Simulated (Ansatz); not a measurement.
`CB([O])F` radical, 7 atoms. Charge 0, multiplicity 2. All runs use 2 threads of a server CPU on a shared host. Correlated methods freeze the cores. Open-shell runs search over several starts.

Question: How many basis functions does each run have, and how long does it take in Ansatz? UKS PBE0-D4/def2-TZVPP energy; UHF-MP2/def2-QZVPP energy; UKS PBE0-D4/def2-TZVP frequencies; UKS ωB97M-V/def2-SVP energy; UKS PBE0-D4/def2-QZVPP energy; UKS r2SCAN-D4/def2-TZVPP energy and forces; UHF-CCSD(T)/def2-SVP energy; UKS ωB97M-V/def2-QZVPP energy; UKS CAM-B3LYP-D4/def2-TZVPP energy; UKS PBE0-D4/def2-SVP energy; UKS PBE0-D4/def2-TZVP relaxation (7 steps); UHF-CCSD(T)/def2-TZVPP energy. (Estimate.)

Answer: The calculation gave: Other jobs shared the machine, so times are rough.

| level | job | functions | wall time | peak host memory (GiB) |
| --- | --- | --- | --- | --- |
| UKS PBE0-D4/def2-SVP | energy | 71 | 2.1 s | 0.16 |
| UKS PBE0-D4/def2-TZVPP | energy | 166 | 6 s | 0.35 |
| UKS CAM-B3LYP-D4/def2-TZVPP | energy | 166 | 6.5 s | 0.4 |
| UKS ωB97M-V/def2-SVP | energy | 71 | 7.5 s | 0.28 |
| UKS r2SCAN-D4/def2-TZVPP | energy and forces | 166 | 8 s | 0.35 |
| UHF-CCSD(T)/def2-SVP | energy | 71 | 8.5 s | 0.39 |
| UKS PBE0-D4/def2-QZVPP | energy | 318 | 13 s | 0.84 |
| UKS PBE0-D4/def2-TZVP | relaxation (7 steps) | 142 | 35 s | 0.29 |
| UHF-MP2/def2-QZVPP | energy | 318 | 37 s | 1.2 |
| UKS ωB97M-V/def2-QZVPP | energy | 318 | 48 s | 1.4 |
| UKS PBE0-D4/def2-TZVP | frequencies | 142 | 100 s | 0.29 |
| UHF-CCSD(T)/def2-TZVPP | energy | 166 | 2.3 min | 3.7 |
